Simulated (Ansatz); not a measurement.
C₃H₁₀Si (SMILES C[SiH](C)C), singlet, geometry from GFN2-xTB; HF/STO-3G (Ansatz, a first-principles code).

Input for Ansatz:
Ansatz 0.2 input:
```yaml
crystal:
  periodic: [false, false, false]
  atoms:
    - {symbol: Si, position_ang: [0.04227581, 0.17410565, 0.35767998]}
    - {symbol: C, position_ang: [-0.94677323, 1.32330318, -0.79306653]}
    - {symbol: C, position_ang: [1.75998590, -0.15337865, -0.39419538]}
    - {symbol: C, position_ang: [-0.88714883, -1.47441790, 0.56171541]}
    - {symbol: H, position_ang: [0.19817869, 0.81616493, 1.67671672]}
    - {symbol: H, position_ang: [-1.08207267, 0.88244973, -1.77698739]}
    - {symbol: H, position_ang: [-1.93349276, 1.53106784, -0.39013129]}
    - {symbol: H, position_ang: [-0.44225768, 2.27526120, -0.92863343]}
    - {symbol: H, position_ang: [2.35085242, -0.80627152, 0.24121477]}
    - {symbol: H, position_ang: [1.68499224, -0.62713212, -1.36922950]}
    - {symbol: H, position_ang: [2.31726365, 0.76979478, -0.52198718]}
    - {symbol: H, position_ang: [-1.02111986, -1.97760373, -0.39202130]}
    - {symbol: H, position_ang: [-1.87270611, -1.32118853, 0.99105908]}
    - {symbol: H, position_ang: [-0.34788226, -2.15306147, 1.21575889]}
basis:
  gaussian:
    orbitals: STO-3G
    fitting: {mean_field: cc-pVTZ-JKFIT}
hamiltonian:
  xc: hf
```

What the program printed (banner, timings and long lists left out):

```
Functional definition: HF
658 factors; integrals over basis functions are off by at most 8.5e-4 eV
mean field evaluation 1: about -10984.6156 eV, gradient 1.2e1 eV
mean field evaluation 2: about -10985.1656 eV, gradient 2.8e0 eV
mean field evaluation 4: about -10985.2015 eV, gradient 2.2e-1 eV
mean field evaluation 8: about -10985.2017 eV, gradient 1.8e-5 eV
mean field -10985.20167972 eV, -403.6987156926 hartree, gradient 1.8e-5 eV, S^2 0.000000; 0 other end points of the search recorded, 0 dependent functions left out
reference -10985.20167972 eV, -403.6987156926 hartree; 21, 21 occupied and 13, 13 virtual orbitals, 658 factors
Total energy: -10985.20167972 eV, -403.6987156926 hartree
```
